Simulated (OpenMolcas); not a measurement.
Nb3+ (d2) in a complex was computed by SS-CASPT2, IPEA 0.25 Eh, imaginary shift 0.1 Eh with the d shell active (OpenMolcas, ANO-RCC-VTZP on the metal). Its lowest spin-free states, and all those of the highest spin:

```tsv
2S+1	Degeneracy	E (cm-1)
3	1	0
1	2	6220
3	3	7460
3	3	11450
1	1	11680
1	3	13200
1	3	14810
3	3	17520
1	2	21140
1	3	22750
1	1	31500
```

Q: Is the site octahedral, tetrahedral or cube-like, axial, or of lower symmetry?

A: The states with 2S+1 = 3 have orbital degeneracies 1, 3, 3, 3. Threefold states need a cubic site. For d2 at this spin an octahedron puts the threefold T1 below the threefold T2 and a tetrahedron or cube puts the single A2 below the threefold T2, so the site is a tetrahedron or a cube, which this pattern cannot tell apart. The first gap at this spin, 7460 cm-1, is |10Dq| in ligand-field theory. The run had Nb3+ with 4 ligands (chloride) in tetrahedral coordination (Td) at 2.35 Å. A charge of +0.25 e stands 2.6 Å behind each ligand. Ligand basis ANO-RCC-VDZP.

Roots that are degenerate in the reference are averaged as groups; the widest CASPT2 spread within a group is 480 cm-1 (the 3-fold group of multiplicity 1 near 13200 cm-1 above the lowest state of its run). Shifts and gaps below about the spread of the groups concerned are not significant. Over all roots computed the reference weight is 0.71 to 0.73; a low but even weight reflects the number of correlated electrons. The least metal-like active orbital is 76 % on the metal (Löwdin) and no ligand orbital is active, so the numbers are rough. Ligand-to-metal charge-transfer states are missing. These CASPT2 states fit no ligand-field parameters well, so their order and spin gaps are uncertain. With no ligand orbital active B as a rule stays too high, so bands that hang on it stand too high and its fall with covalency is understated. With one d shell and no ligand orbital active, 10Dq can be off by a tenth or more. No measured value stands beside these numbers; the geometry was imposed, not optimised, and the real ion may take another.
